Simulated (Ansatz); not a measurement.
`O[SiH](F)[SiH2][SiH3]` → `O[Si]F` + `[SiH3][SiH3]` at 298.15 K and 1 bar (silylene formation by 1,1-elimination).

Gas-phase electronic energies from Ansatz, PBE0-D4/def2-TZVP geometries. CCSD(T)/CBS adds triple-zeta CCSD(T) − MP2 to the extrapolated MP2 energy (def2 sets, frozen cores). This one scheme is used for every species. One conformer a species, not always the lowest.

```
                species  CCSD(T)/CBS energy (Eh)  H − E (kJ/mol)  S (J/(mol·K))
`O[SiH](F)[SiH2][SiH3]`              -1046.52114           206.2          403.7
               `O[Si]F`               -464.72778            54.9          266.8
         `[SiH3][SiH3]`               -581.74359           143.7          274.2
```

H − E and S are ideal-gas, rigid-rotor, harmonic terms from PBE0-D4/def2-TZVP, for one conformer and one mirror image of each species. 1 Eh = 2625.50 kJ/mol, R = 8.31446 J/(mol·K).

Question: By hand: ΔE, ΔH, ΔS and ΔG.

Answer: ΔE = (-464.72778) + (-581.74359) − (-1046.52114) = 0.04977 Eh = 130.7 kJ/mol. Δ(H − E) = 54.9 + 143.7 − 206.2 = -7.6, so ΔH = 123.1 kJ/mol. ΔS = 266.8 + 274.2 − 403.7 = 137.3 J/(mol·K). ΔG = 123.1 − 298.15 × (137.3)/1000 = 82.2 kJ/mol.

Question: By hand: the equilibrium constant, and the temperature at which ΔG would vanish if ΔH and ΔS stayed fixed.

Answer: log₁₀ K = −ΔG/(RT ln 10) = -14.4. ΔG = 0 at ΔH/ΔS = 897 K.

The number of gas molecules changes by +1, which sets the sign of ΔS. A doubt of 5 kJ/mol in ΔE shifts log₁₀ K by 0.9 here. Other conformers and mirror images would add mixing entropy, several J/(mol·K) or more a flexible species. Modes under 60 cm⁻¹, often nearly free rotors, make the harmonic entropy too high. These are equilibria of isolated gas molecules and say nothing of rates. Largest T1 diagnostic: 0.015 (customary marks: 0.02 for closed shells, 0.045 for open ones).
